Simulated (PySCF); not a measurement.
Spin-rotation constants: SMILES c1c(OC)nn[n-]1, [C3H4N3O]-, charge -1

Geometry:
```csv
atom,x (Å),y (Å),z (Å)
C1,-1.862,-0.219,0.203
O2,-0.872,0.756,0.067
C3,0.414,0.226,0.127
C4,1.613,0.920,0.029
N5,2.590,0.004,0.140
N6,2.018,-1.168,0.296
N7,0.694,-1.070,0.293
H8,-1.789,-0.971,-0.593
H9,-2.825,0.295,0.142
H10,-1.777,-0.741,1.164
H11,1.801,1.972,-0.109
```

Total charge -1.

Computed, not measured: PySCF, GIAO wB97X-D/aug-pcSseg-1 magnetisability, rotational g tensor and spin-rotation constants, non-relativistic, gas phase. Geometry: GFN2-xTB.

For an ion the centre-of-mass motion in the field is neglected.

Task: Give the nuclear spin-rotation constants along the inertial axes (H = +C I·J) beside the isotropic shieldings.

Result: Rotational constants 8.3082, 2.1745, 1.7422 GHz. A star marks the isotopologue with that one atom substituted, in its own axes.
```csv
atom,isotope,Caa (kHz),Cbb (kHz),Ccc (kHz),mean (kHz),σ (ppm)
N5,14N,2.040,0.593,0.125,0.919,-117.4
N6,14N,2.417,0.533,0.150,1.034,-142.0
N7,14N,1.986,0.496,0.119,0.867,-76.1
H8,1H,-0.626,-0.090,0.035,-0.227,27.5
H9,1H,0.394,-0.168,-0.149,0.025,28.3
H10,1H,-0.626,-0.092,0.036,-0.227,27.5
H11,1H,-0.769,0.301,-0.161,-0.209,25.0
C1,13C*,1.672,0.389,0.386,0.816,130.4
O2,17O*,-0.672,-0.313,-0.116,-0.367,280.1
C3,13C*,4.267,0.800,0.469,1.845,13.3
C4,13C*,2.317,0.932,0.303,1.184,71.4
```
For the geometry as given, no vibrational averaging.

Task: How do the rotational constants and the g tensor change when H8, H9, H10, H11 are replaced by deuterium?

Result: Constants 7.2998, 1.9673, 1.5803 GHz; g -0.1505, -0.0494, -0.0102, against -0.1701, -0.0541, -0.0106 before.
